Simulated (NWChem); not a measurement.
System: GeNH4O2F; SMILES [NH2][Ge]([OH])([OH])[F]

The following NWChem deck was run.

```
start job
memory heap 200 mb stack 900 mb global 1100 mb
geometry units angstroms noautoz
  N     -0.681801    -1.638086     0.315738
  Ge    -0.003798    -0.007163    -0.018550
  O      0.323334     0.967504     1.403920
  O     -1.025735     0.989270    -1.032149
  F      1.509669    -0.317654    -0.807262
  H     -1.694032    -1.683225     0.385679
  H     -0.344027    -2.357717    -0.317220
  H      0.863710     0.506454     2.055155
  H     -0.840015     1.929197    -0.921314
end
basis spherical
  * library def2-svp
end
dft
  xc m06-2x
  grid coarse
  iterations 150
  mulliken
end
task dft gradient
```

Parts of the log:

```
             Northwest Computational Chemistry Package (NWChem) 7.3.0
             --------------------------------------------------------

 C1  symmetry detected

                             Geometry "geometry" -> ""
                             -------------------------

 Output coordinates in angstroms (scale by  1.889725989 to convert to a.u.)

  No.       Tag          Charge          X              Y              Z
 ---- ---------------- ---------- -------------- -------------- --------------
    1 N                    7.0000    -0.91535695    -1.39825124     0.68278584
    2 Ge                  32.0000    -0.01839023     0.00447890     0.00518329
    3 O                    8.0000     0.67254074     1.09110757     1.19777061
    4 O                    8.0000    -0.98498326     1.02430337    -1.03897803
    5 F                    9.0000     1.28997765    -0.70432451    -0.88634622
    6 H                    1.0000    -1.89956181    -1.23525991     0.87335209
    7 H                    1.0000    -0.80161981    -2.25316460     0.14540061
    8 H                    1.0000     1.21152351     0.63230337     1.85174051
    9 H                    1.0000    -0.62461449     1.91618823    -1.10908388

 Effective nuclear repulsion energy (a.u.)     440.7936417215

                                 NWChem DFT Module
                                 -----------------

 Summary of "ao basis" -> "ao basis" (spherical)
 ------------------------------------------------------------------------------
       Tag                 Description            Shells   Functions and Types
 ---------------- ------------------------------  ------  ---------------------
 N                          def2-svp                 6       14   3s2p1d
 Ge                         def2-svp                12       32   5s4p3d
 O                          def2-svp                 6       14   3s2p1d
 F                          def2-svp                 6       14   3s2p1d
 H                          def2-svp                 3        5   2s1p

            General Information
            -------------------
          SCF calculation type: DFT
          Wavefunction type:  closed shell.
          No. of atoms     :     9
          No. of electrons :    68
           Alpha electrons :    34
            Beta electrons :    34
          Charge           :     0
          Spin multiplicity:     1
          Use of symmetry is: off; symmetry adaption is: off
          Maximum number of iterations: 150
          AO basis - number of functions:   108
                     number of shells:    48
          Convergence on energy requested:  1.00D-06
          Convergence on density requested:  1.00D-05
          Convergence on gradient requested:  5.00D-04

              XC Information
              --------------
                       M06-2X Method XC Functional
                     Hartree-Fock (Exact) Exchange  0.540
                        M06-2X Exchange Functional  1.000
                      M06-2X Correlation Potential  1.000

             Grid Information
             ----------------
          Grid used for XC integration:  coarse
          Radial quadrature: Mura-Knowles
          Angular quadrature: Lebedev.
          Tag              B.-S. Rad. Rad. Pts. Rad. Cut. Ang. Pts.
          ---              ---------- --------- --------- ---------
          N                   0.65       35          10.0       302
          Ge                  1.25       95           8.0       302
          O                   0.60       35          10.0       302
          F                   0.50       35          10.0       302
          H                   0.35       35          11.0       302
          Grid pruning is: on
          Number of quadrature shells:   375
          Spatial weights used:  Erf1

      Superposition of Atomic Density Guess
      -------------------------------------

 Sum of atomic energies:       -2379.95960709

      Non-variational initial energy
      ------------------------------

 Total energy =   -2381.307085
 1-e energy   =   -4194.339310
 2-e energy   =    1372.238583
 HOMO         =      -0.369092
 LUMO         =       0.000875

     ---------------------------------------------
      Total Density - Mulliken Population Analysis
     ---------------------------------------------

    Atom       Charge   Shell Charges
 -----------   ------   -------------------------------------------------------
    1 N    7     7.75   1.99  1.03  0.46  2.53  1.72  0.01
    2 Ge  32    30.17   2.00  2.00  2.00  0.78  0.04  6.00  5.98  0.75  0.36  8.16  1.81  0.28
    3 O    8     8.81   1.99  1.10  0.66  3.06  1.99  0.00
    4 O    8     8.81   1.99  1.10  0.66  3.06  1.99  0.00
    5 F    9     9.65   1.99  1.15  0.80  3.52  2.19  0.00
    6 H    1     0.75   0.59  0.12  0.04
    7 H    1     0.75   0.59  0.12  0.04
    8 H    1     0.66   0.53  0.07  0.06
    9 H    1     0.66   0.53  0.07  0.06

   convergence    iter        energy       DeltaE   RMS-Dens  Diis-err
 ---------------- ----- ----------------- --------- --------- ---------
 d= 0,ls=0.0,diis     1  -2383.8434990178 -2.82D+03  1.09D-02  1.12D+00
 d= 0,ls=0.0,diis     2  -2383.8601361057 -1.66D-02  5.20D-03  1.15D+00
 d= 0,ls=0.0,diis     3  -2383.9596287292 -9.95D-02  5.13D-04  1.14D-02
 d= 0,ls=0.0,diis     4  -2383.9604611353 -8.32D-04  2.20D-04  1.21D-03
 d= 0,ls=0.0,diis     5  -2383.9605598580 -9.87D-05  7.82D-05  2.08D-04
  Resetting Diis
 d= 0,ls=0.0,diis     6  -2383.9605819730 -2.21D-05  1.56D-05  6.16D-06
 d= 0,ls=0.0,diis     7  -2383.9605825200 -5.47D-07  7.33D-06  6.51D-07

         Total DFT energy =    -2383.960582520047
      One electron energy =    -4197.088081667353
           Coulomb energy =     1487.602264463001
    Exchange-Corr. energy =     -115.268407037193
 Nuclear repulsion energy =      440.793641721497

 Numeric. integr. density =       68.000017516448

                       DFT Final Molecular Orbital Analysis
                       ------------------------------------

 Vector   32  Occ=2.000000D+00  E=-4.129512D-01
              MO Center= -1.4D-01,  8.1D-01, -2.4D-02, r^2= 2.9D+00
   Bfn.  Coefficient  Atom+Function         Bfn.  Coefficient  Atom+Function
  ----- ------------  ---------------      ----- ------------  ---------------
    66      0.351895  4 O  pz                50     -0.294729  3 O  px
    69      0.261314  4 O  pz                52      0.254352  3 O  pz
    53     -0.217288  3 O  px                64     -0.204406  4 O  px
    55      0.190112  3 O  pz                67     -0.150101  4 O  px
    65      0.123714  4 O  py                79     -0.117062  5 F  py

 Vector   33  Occ=2.000000D+00  E=-4.014526D-01
              MO Center= -9.5D-02,  9.7D-01,  1.2D-01, r^2= 2.7D+00
   Bfn.  Coefficient  Atom+Function         Bfn.  Coefficient  Atom+Function
  ----- ------------  ---------------      ----- ------------  ---------------
    50      0.372986  3 O  px                66      0.311591  4 O  pz
    53      0.289701  3 O  px                64     -0.262810  4 O  px
    69      0.242062  4 O  pz                52     -0.240518  3 O  pz
    67     -0.205641  4 O  px                55     -0.185246  3 O  pz
    65      0.128520  4 O  py                68      0.097986  4 O  py

 Vector   34  Occ=2.000000D+00  E=-3.523341D-01
              MO Center= -8.1D-01, -1.3D+00,  6.9D-01, r^2= 1.4D+00
   Bfn.  Coefficient  Atom+Function         Bfn.  Coefficient  Atom+Function
  ----- ------------  ---------------      ----- ------------  ---------------
     6      0.488461  1 N  pz                 9     -0.411417  1 N  pz
     4      0.203811  1 N  px                 7     -0.165004  1 N  px
     3     -0.131638  1 N  s                  2     -0.129922  1 N  s
     5     -0.128392  1 N  py                 8      0.116090  1 N  py
    31     -0.087111  2 Ge pz                66     -0.086339  4 O  pz

 Vector   35  Occ=0.000000D+00  E= 4.514997D-02
              MO Center= -1.9D-01,  3.7D-02,  3.0D-01, r^2= 6.1D+00
   Bfn.  Coefficient  Atom+Function         Bfn.  Coefficient  Atom+Function
  ----- ------------  ---------------      ----- ------------  ---------------
    19     -0.888326  2 Ge s                  3      0.847745  1 N  s
    49      0.525914  3 O  s                 63      0.492186  4 O  s
   100     -0.450126  8 H  s                 90     -0.411343  6 H  s
   105     -0.411686  9 H  s                 95     -0.375905  7 H  s
    77      0.211544  5 F  s                 17      0.194475  2 Ge s

 Vector   36  Occ=0.000000D+00  E= 1.030911D-01
              MO Center= -7.9D-01, -4.6D-01,  1.7D-01, r^2= 7.6D+00
   Bfn.  Coefficient  Atom+Function         Bfn.  Coefficient  Atom+Function
  ----- ------------  ---------------      ----- ------------  ---------------
     3      1.207749  1 N  s                 95     -0.788251  7 H  s
    90     -0.783297  6 H  s                105      0.626158  9 H  s
   100      0.461481  8 H  s                 63     -0.408763  4 O  s
    49     -0.331817  3 O  s                  7     -0.219796  1 N  px
    30      0.193076  2 Ge py                31     -0.191224  2 Ge pz

 Vector   37  Occ=0.000000D+00  E= 1.064325D-01
              MO Center=  4.0D-01,  7.6D-01,  5.2D-01, r^2= 6.2D+00
   Bfn.  Coefficient  Atom+Function         Bfn.  Coefficient  Atom+Function
  ----- ------------  ---------------      ----- ------------  ---------------
   100      0.881017  8 H  s                105     -0.745309  9 H  s
    63      0.640829  4 O  s                 49     -0.616204  3 O  s
    31      0.320523  2 Ge pz                29      0.276362  2 Ge px
    54      0.204384  3 O  py                55     -0.180901  3 O  pz
    53     -0.162212  3 O  px                51      0.157926  3 O  py

     ---------------------------------------------
      Total Density - Mulliken Population Analysis
     ---------------------------------------------

    Atom       Charge   Shell Charges
 -----------   ------   -------------------------------------------------------
    1 N    7     7.47   1.99  0.97  0.48  2.44  1.59  0.01
    2 Ge  32    30.83   2.00  2.00  1.99  0.88 -0.03  6.00  5.98  1.08  0.49  8.18  1.80  0.48
    3 O    8     8.51   1.99  1.06  0.69  2.86  1.90  0.01
    4 O    8     8.50   1.99  1.06  0.69  2.86  1.89  0.01
    5 F    9     9.44   1.99  1.11  0.84  3.33  2.17  0.00
    6 H    1     0.84   0.70  0.10  0.05
    7 H    1     0.84   0.70  0.10  0.05
    8 H    1     0.78   0.66  0.05  0.07
    9 H    1     0.78   0.66  0.05  0.07

     -------------------------------------------
      Total Density - Lowdin Population Analysis
     -------------------------------------------

    Atom       Charge   Shell Charges
 -----------   ------   -------------------------------------------------------
    1 N    7     7.23   1.97  0.70  0.45  2.24  1.84  0.02
    2 Ge  32    31.41   2.00  2.00  1.91  0.60  0.23  5.99  5.81  1.19  0.73  7.90  2.03  1.03
    3 O    8     8.24   1.97  0.87  0.61  2.70  2.07  0.01
    4 O    8     8.23   1.97  0.87  0.61  2.70  2.06  0.01
    5 F    9     9.26   1.98  1.01  0.78  3.21  2.27  0.00
    6 H    1     0.92   0.59  0.20  0.13
    7 H    1     0.91   0.59  0.20  0.13
    8 H    1     0.90   0.55  0.17  0.19
    9 H    1     0.90   0.55  0.17  0.19

     Multipole analysis of the density
     ---------------------------------

     L   x y z        total         alpha         beta         nuclear
     -   - - -        -----         -----         ----         -------
     0   0 0 0     -0.000000    -34.000000    -34.000000     68.000000

     1   1 0 0     -0.382393     -0.191196     -0.191196     -0.000000
     1   0 1 0     -0.176099     -0.088050     -0.088050     -0.000000
     1   0 0 1      0.486072      0.243036      0.243036      0.000000

     2   2 0 0    -29.099074    -83.009051    -83.009051    136.919028
     2   1 1 0      2.257445     -2.978961     -2.978961      8.215368
     2   1 0 1      1.086969     -1.462985     -1.462985      4.012940
     2   0 2 0    -26.869753    -96.895921    -96.895921    166.922089
     2   0 1 1     -1.465271      1.915592      1.915592     -5.296456
     2   0 0 2    -29.934587    -79.051213    -79.051213    128.167838

            General Information
            -------------------
          SCF calculation type: DFT
          Wavefunction type:  closed shell.
          No. of atoms     :     9
          No. of electrons :    68
           Alpha electrons :    34
            Beta electrons :    34
          Charge           :     0
          Spin multiplicity:     1
          Use of symmetry is: off; symmetry adaption is: off
          Maximum number of iterations: 150
          AO basis - number of functions:   108
                     number of shells:    48
          Convergence on energy requested:  1.00D-06
          Convergence on density requested:  1.00D-05
          Convergence on gradient requested:  5.00D-04

              XC Information
              --------------
                       M06-2X Method XC Functional
                     Hartree-Fock (Exact) Exchange  0.540
                        M06-2X Exchange Functional  1.000
                      M06-2X Correlation Potential  1.000

             Grid Information
             ----------------
          Grid used for XC integration:  coarse
          Radial quadrature: Mura-Knowles
          Angular quadrature: Lebedev.
          Tag              B.-S. Rad. Rad. Pts. Rad. Cut. Ang. Pts.
          ---              ---------- --------- --------- ---------
          N                   0.65       35          10.0       302
          Ge                  1.25       95           8.0       302
          O                   0.60       35          10.0       302
          F                   0.50       35          10.0       302
          H                   0.35       35          11.0       302
          Grid pruning is: on
          Number of quadrature shells:   375
          Spatial weights used:  Erf1

          Convergence Information
          -----------------------
          Convergence aids based upon iterative change in
          total energy or number of iterations.
          Levelshifting, if invoked, occurs when the
          HOMO/LUMO gap drops below (HL_TOL):  1.00D-02
          DIIS, if invoked, will attempt to extrapolate
          using up to (NFOCK): 10 stored Fock matrices.

                    Damping( 0%)  Levelshifting(0.5)       DIIS
                  --------------- ------------------- ---------------
          dE  on:    start            ASAP                start
          dE off:    2 iters        150 iters           150 iters

                            NWChem DFT Gradient Module
                            --------------------------

  charge          =   0.00
  wavefunction    = closed shell

                         DFT ENERGY GRADIENTS

    atom               coordinates                        gradient
                 x          y          z           x          y          z
   1 N      -1.729774  -2.642312   1.290278    0.000893  -0.000121   0.000989
   2 Ge     -0.034752   0.008464   0.009795   -0.000989  -0.000875   0.001553
   3 O       1.270918   2.061894   2.263458   -0.000181   0.002336   0.000733
   4 O      -1.861348   1.935653  -1.963384   -0.001927  -0.000046  -0.000763
   5 F       2.437704  -1.330980  -1.674951    0.001105  -0.000741  -0.000859
   6 H      -3.589651  -2.334303   1.650396    0.000189   0.001056  -0.000672
   7 H      -1.514842  -4.257864   0.274767    0.000274   0.000824  -0.000660
   8 H       2.289447   1.194880   3.499282   -0.000664  -0.001476  -0.001359
   9 H      -1.180350   3.621071  -2.095865    0.001299  -0.000956   0.001039
```

Level: M06-2X/def2-SVP. Geometry: optimised at PBE0/def2-SVP.
